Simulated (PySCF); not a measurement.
[RuF2]+, sextet: data card

Computed with UPBE0/[Ru def2-TZVP with ECP28, F def2-TZVP], scalar-relativistic core potentials, density fitting, no spin–orbit coupling, PySCF.

The structure is a higher-order saddle point with 2 imaginary modes (one degenerate set).

| Item | Value |
| --- | --- |
| Point group | D∞h |
| Bond lengths | Ru–F 1.820 Å (×2) |
| Bond angles | F–Ru–F 180.0° |
| Dipole moment about the centre of mass | 0.00 D |
| Lowest empty level (β) | -13.29 eV |
| Zero-point energy (real modes) | 8.8 kJ/mol |
| Principal polarisabilities | 17.1, 17.1, 44.8 bohr³ |
| Spin squared ⟨S²⟩ | 8.757 |
| Highest occupied level (α) | -16.73 eV |
| Principal quadrupole moments (Buckingham, traceless) about the centre of mass | -8.37, 4.19, 4.19 D Å |
| Rotational constants | 0.1339 cm⁻¹ |

Harmonic modes (masses in u: Ru 101.904, F 18.998):
```
symmetry  ω (cm⁻¹)  IR (km/mol, summed over degenerate members)     type
      πu       70i                                            –     bend
     σg+       692                                          0.0  stretch
     σu+       787                                          194  stretch
```

In D∞h the vibrations span πu + σg+ + σu+. The σg+ mode carries no infrared intensity, as symmetry demands. With a centre of inversion only u modes can be infrared active and only g modes Raman active.

Charges (e):
```
atom  Mulliken  Löwdin  polar tensor  spin (Mulliken)  Mayer order to Ru1
 Ru1      1.64    1.36          2.09             4.36                   –
F2,3     -0.32   -0.18         -0.54             0.32                1.00
```

Mulliken populations on Ru1 (electrons outside its core potential): s 2.47, p 6.15, d 5.72, f 0.02.

Only a few start shapes were tried, so a lower isomer may exist. Other spin states or occupations of the open shell can lie lower. At this level a quartet minimum of D∞h symmetry lies 14 kJ/mol below this structure.

The final relaxation and frequency run took roughly 50 core-seconds on a shared host.
